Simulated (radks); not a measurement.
Question: All-electron atom: Se10+ in [Ar] 3d6. Calculated with a radial shooting solver on a logarithmic mesh with Libxc functionals: scalar-relativistic Kohn-Sham, LDA (Slater exchange, VWN5 correlation), spin-polarised, spherical densities, finite nucleus; open shells are filled with parallel spins first; Fermi nuclear charge, rms radius 4.14 fm. Some entries of the table are withheld. Estimate them.

| orbital | occ. | eigenvalue (hartree) | <r> (bohr) | <1/r> (bohr^-1) |
|---|---|---|---|---|
| 1s up | 1 | -467.9806 | 0.04414 | 34.51 |
| 1s down | 1 | -467.9771 | 0.04414 | 34.51 |
| 2s up | 1 | -68.32902 | 0.1961 | 7.621 |
| 2s down | 1 | -68.13900 | 0.1959 | 7.634 |
| 2p up | 3 | -61.26963 | 0.1712 | 7.470 |
| 2p down | 3 | -61.12356 | 0.1709 | 7.481 |
| 3s up | 1 | -16.28795 | 0.5486 | (1) |
| 3s down | 1 | -16.02090 | 0.5510 | (2) |
| 3p up | 3 | -14.04816 | (3) | 2.494 |
| 3p down | 3 | -13.78218 | (4) | 2.477 |
| 3d up | 5 | -10.39839 | 0.5358 | 2.290 |
| 3d down | 1 | -10.11191 | 0.5416 | 2.271 |

Answer: 
(1) 3s up <1/r> (bohr^-1): 2.616
(2) 3s down <1/r> (bohr^-1): 2.601
(3) 3p up <r> (bohr): 0.5518
(4) 3p down <r> (bohr): 0.5550
